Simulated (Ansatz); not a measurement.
A run for Ansatz (a program for electronic structure): U-HF/def2-TZVPP on C2H2N (SMILES [CH2]C#N), 2S+1 = 2, atoms moved off the minimum.

Ansatz 0.2 input:
```yaml
crystal:
  periodic: [false, false, false]
  atoms:
    - {symbol: C, position_ang: [-1.29674473, -0.02407343, 0.05155660]}
    - {symbol: C, position_ang: [0.35369133, -0.10391391, -0.01562083]}
    - {symbol: N, position_ang: [1.17671585, 0.12398427, -0.07234759]}
    - {symbol: H, position_ang: [-1.64200594, 1.06235296, 0.13069302]}
    - {symbol: H, position_ang: [-1.71176584, -0.85448257, -0.03366524]}
basis:
  gaussian:
    orbitals: def2-TZVPP
hamiltonian:
  xc: {name: HF}
magnetization: {spin_polarized: true, initial_magnetization: 1}
output: {forces: true}
```

The head of its log:

```
WARN ansatz: RAYON_NUM_THREADS=1 ignored (pool sized by the plan → 1); use --threads N
Functional definition: HF
integrals: 0.02 GiB planned
766 factors; their error is unknown
mean field: 0.26 GiB planned
mean field evaluation 1: about -3557.9456 eV, gradient 3.5e1 eV
mean field evaluation 2: about -3561.4703 eV, gradient 1.7e1 eV
```

### Question
Give the final energy of this run.

### Answer
-130.9251 hartree.
